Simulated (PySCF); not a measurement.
Coordinates in bohr (charge 1 multiplicity 4):
```
Ir    0.1355    0.0000    0.0000
Cl    4.2833   -0.0004   -0.0002
Cl   -2.5261    3.1496    0.0001
Cl   -2.5267   -3.1491    0.0001
```

Level of theory: UB3LYP/[Ir def2-SVP with ECP60, Cl def2-SVP], scalar-relativistic core potentials, density fitting, no spin–orbit coupling, PySCF.

This geometry of IrCl₃⁺ is a stationary point at this level.

(1) What is the point group?

(2) Is it a minimum?

(3) List the harmonic modes with their infrared intensities.

(4) What are the dipole moment and the gap between the highest occupied and lowest empty levels of either spin?

Answers

(1) C2v.

(2) No: it has 1 imaginary mode, at 57i cm⁻¹ (b2).

(3) 
| symmetry | ω (cm⁻¹) | IR (km/mol) | type |
| --- | --- | --- | --- |
| b2 | 57i | – | bend |
| b1 | 93 | 0.2 | bend |
| a1 | 139 | 0.3 | bend |
| a1 | 411 | 3.6 | stretch |
| b2 | 428 | 10.5 | stretch |
| a1 | 434 | 25.3 | stretch |

(4) 0.28 D about the centre of mass and 2.15 eV.

Only a few start shapes were tried, so a lower isomer may exist. With open d or f shells other occupations or spin states may lie lower. At this level a quartet minimum of C2v symmetry lies 4 kJ/mol below this structure. No spin–orbit coupling is included, which matters more the heavier the element.
